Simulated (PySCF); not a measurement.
BeH4Si, SMILES [BeH][SiH3]. Atoms are numbered in the order given.

```xyz
6

Be     0.0000     0.0000    -1.7037
H      0.0000     0.0000    -3.0346
Si     0.0000     0.0000     0.4804
H      1.1943     0.6895     1.0413
H      0.0000    -1.3791     1.0413
H     -1.1943     0.6895     1.0413
```

Coordinates come from a B3LYP-D3(BJ)/def2-TZVP optimisation.

All values below come from B3LYP/pcJ-1 run with PySCF.

Isotropic couplings with Fermi-contact, spin-dipole and both spin-orbit terms, one fixed conformer, no vibrational averaging. Isotopes: 1H, 29Si.

Problem. Estimate the spin–spin coupling constants. (The exact figures need the calculation; the answer reports its results.)

Solution. 
```
pair    bonds apart  J (Hz)
------  -----------  ------
Si3–H4            1  -190.3
Si3–H5            1  -190.3
Si3–H6            1  -190.3
H2–Si3            2   -40.6
H4–H5             2    -4.6
H4–H6             2    -4.8
H5–H6             2    -4.8
H2–H4             3     0.6
H2–H5             3     0.6
H2–H6             3     0.6
```
